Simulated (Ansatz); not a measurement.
CH7AlO2Si (`[CH3][Al]([OH])[SiH2]O`). The species carries charge 0 and has multiplicity 1. Geometry: relaxed with PBE0-D4/def2-TZVP. It is one conformer, not always the lowest.

```xyz
12

C    -2.248    0.618    0.302
Al   -0.457   -0.115    0.506
O    -0.221   -1.174    1.820
Si    1.498    0.315   -0.949
O     2.795   -0.666   -0.584
H    -2.314    1.365   -0.493
H    -2.963   -0.179    0.071
H    -2.584    1.083    1.234
H     0.636   -1.540    2.036
H     2.017    1.701   -0.770
H     1.149    0.193   -2.401
H     2.693   -1.600   -0.772
```

Q: What is the dipole moment at ωB97M-V/def2-TZVPP? (An estimate is asked.)

A: The calculation gave: 1.12 D, with components (-0.36, -0.96, -0.43) D in this frame, pointing from negative to positive charge.

Q: And with PBE, r2SCAN, B3LYP? (Estimate.)

A: The calculation gave: PBE 1.09 D, r2SCAN 1.11 D, B3LYP 1.10 D.

Q: Give the Mulliken charges with ωB97M-V, PBE, B3LYP in def2-TZVPP. (Best estimate.)

A: Computed: 
```csv
atom,ωB97M-V,PBE,B3LYP
C1,-0.51,-0.43,-0.44
Al2,0.52,0.44,0.51
O3,-0.39,-0.36,-0.41
Si4,0.20,0.21,0.29
O5,-0.39,-0.36,-0.40
H6,0.11,0.10,0.09
H7,0.11,0.10,0.09
H8,0.12,0.10,0.10
H9,0.16,0.17,0.17
H10,-0.04,-0.06,-0.08
H11,-0.06,-0.08,-0.10
H12,0.17,0.18,0.18
```

B3LYP here is the variant with VWN-RPA as its local correlation; programs differ in this.
